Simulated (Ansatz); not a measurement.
Ansatz (a first-principles code) input (CCSD(T)/aug-cc-pV(D+d)Z):
A basis named .json is the Basis Set Exchange file of that set.

Ansatz 0.2 input:
```yaml
crystal:
  periodic: [false, false, false]
  atoms:
    - {symbol: Si, position_ang: [-0.02730288, 0.00480694, -0.00595573]}
    - {symbol: F, position_ang: [0.46303818, -0.42756321, -1.46030499]}
    - {symbol: F, position_ang: [-0.73189936, -1.29156088, 0.59115302]}
    - {symbol: N, position_ang: [-1.20639852, 1.25836920, 0.08264134]}
    - {symbol: N, position_ang: [1.33374268, 0.52748557, 0.83464489]}
    - {symbol: H, position_ang: [-1.64031848, 1.57694542, -0.78312518]}
    - {symbol: H, position_ang: [1.27740678, 1.04109160, 1.69746330]}
    - {symbol: H, position_ang: [2.27349335, 0.28579947, 0.57040605]}
basis:
  gaussian:
    orbitals: aug-cc-pV_D+d_Z.json
magnetization: {spin_polarized: true, initial_magnetization: 1}
correlation: {method: ccsd_t, electrons: outside_noble_gas}
output: {forces: true}
```

End of the output:

```
cycle   2  -23.18107885 eV  change   -6.3e-2 eV  update   9.7e-3
cycle   3  -23.18479092 eV  change   -3.7e-3 eV  update   5.8e-3
cycle   4  -23.18741767 eV  change   -2.6e-3 eV  update   1.8e-3
cycle   5  -23.18777722 eV  change   -3.6e-4 eV  update   1.0e-3
cycle   6  -23.18822280 eV  change   -4.5e-4 eV  update   5.8e-4
cycle   7  -23.18845599 eV  change   -2.3e-4 eV  update   2.9e-4
cycle   8  -23.18847729 eV  change   -2.1e-5 eV  update   1.6e-4
cycle   9  -23.18847773 eV  change   -4.4e-7 eV  update   1.1e-4
cycle  10  -23.18845941 eV  change    1.8e-5 eV  update   8.8e-5
cycle  11  -23.18844959 eV  change    9.8e-6 eV  update   7.2e-5
cycle  12  -23.18844895 eV  change    6.5e-7 eV  update   5.0e-5
cycle  13  -23.18846397 eV  change   -1.5e-5 eV  update   2.9e-5
cycle  14  -23.18846232 eV  change    1.6e-6 eV  update   1.3e-5
cycle  15  -23.18846539 eV  change   -3.1e-6 eV  update   5.5e-6
cycle  16  -23.18846427 eV  change    1.1e-6 eV  update   2.9e-6
cycle  17  -23.18846412 eV  change    1.4e-7 eV  update   1.6e-6
cycle  18  -23.18846443 eV  change   -3.1e-7 eV  update   9.3e-7
cycle  19  -23.18846450 eV  change   -6.5e-8 eV  update   4.8e-7
perturbative correction -0.61622236 eV, -0.0226457539 hartree
the calculation of the forces begins
Total energy: -16314.37377070 eV, -599.5421777936 hartree
Atom 0 at    -0.027303     0.004807    -0.005956 Å, force     0.227710     0.322944     0.192599 eV/Å
Atom 1 at     0.463038    -0.427563    -1.460305 Å, force     0.268160    -0.245225    -0.756005 eV/Å
Atom 2 at    -0.731899    -1.291561     0.591153 Å, force    -0.412757    -0.668604     0.283344 eV/Å
Atom 3 at    -1.206399     1.258369     0.082641 Å, force    -0.329572     0.328942     0.429984 eV/Å
Atom 4 at     1.333743     0.527486     0.834645 Å, force     0.098436     0.089398    -0.009071 eV/Å
Atom 5 at    -1.640318     1.576945    -0.783125 Å, force    -0.155733     0.106605    -0.361145 eV/Å
Atom 6 at     1.277407     1.041092     1.697463 Å, force    -0.025411     0.186382     0.316388 eV/Å
Atom 7 at     2.273493     0.285799     0.570406 Å, force     0.329167    -0.120443    -0.096094 eV/Å
Dipole moment:     0.264744     0.312136     0.032239 e Å
```

It need not be the lowest isomer of its formula.
